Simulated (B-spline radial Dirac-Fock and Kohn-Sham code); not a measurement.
**Total conversion coefficients of Mn against transition energy**

Model: a Dirac-Hartree-Slater potential of the neutral atom with a Latter tail (no hole, which puts coefficients of high multipoles low close above an edge), finite nucleus with surface currents. Program: a radial atomic solver. Subshells within 1 keV of threshold and pair formation are left out.

```
energy (keV)        E1        E4        E5        M1        M2        M4
        13.6      14.7  6.21e+06  6.19e+08      8.73       622  2.13e+06
        13.9      13.9  5.37e+06  5.22e+08      8.19       570  1.87e+06
          17      7.84  1.42e+06  1.10e+08      4.51       256    578000
        18.6      6.07    792000  5.53e+07      3.46       179    345000
        19.4      5.37    604000  4.01e+07      3.06       152    271000
          20      4.92    498000  3.18e+07      2.80       135    228000
        21.3      4.10    334000  1.97e+07      2.33       105    159000
        24.9      2.60    127000  6.13e+06      1.47      57.1     66000
        33.2      1.11     22600    751000     0.643      18.8     13200
        36.4     0.847     13200    390000     0.494      13.2      7940
        36.5     0.840     13000    383000     0.490      13.1      7820
        43.4     0.500      4770    114000     0.300      6.77      3010
          50     0.326      2130     43100     0.202      3.98      1380
         100    0.0390      44.1       440    0.0306     0.322      33.7
         121    0.0217      15.4       130    0.0185     0.166      12.5
         147    0.0119      5.33      37.8    0.0112    0.0852      4.65
         200   0.00469      1.02      5.62   0.00515    0.0307      1.02
         222   0.00344     0.587      2.99   0.00398    0.0219     0.616
         278   0.00178     0.184     0.788   0.00231    0.0108     0.215
         293   0.00153     0.141     0.581   0.00204   0.00916     0.169
         457  0.000451    0.0165    0.0505  0.000729   0.00245    0.0245
         488  0.000381    0.0123    0.0361  0.000629   0.00204    0.0187
         500  0.000359    0.0110    0.0319  0.000596   0.00190    0.0170
        1000  7.66e-05  0.000748   0.00149  0.000139  0.000311   0.00132
        1050  6.97e-05  0.000637   0.00124  0.000126  0.000276   0.00112
        1130  6.08e-05  0.000504  0.000953  0.000109  0.000232  0.000883
        1860  2.66e-05  0.000125  0.000196  4.37e-05  7.67e-05  0.000203
        1990  2.40e-05  0.000106  0.000163  3.89e-05  6.67e-05  0.000169
        2000  2.39e-05  0.000104  0.000161  3.86e-05  6.61e-05  0.000167
```

Problem. How fast do they fall between 1860 and 2000 keV?

Solution. As powers of the energy: E1 E^-1.49, E4 E^-2.47, E5 E^-2.77, M1 E^-1.73, M2 E^-2.07, M4 E^-2.68. Within one type (E or M) the higher multipoles fall faster.

Values without a named source are computed, but for edge energies of neutral atoms, which are taken from tables.
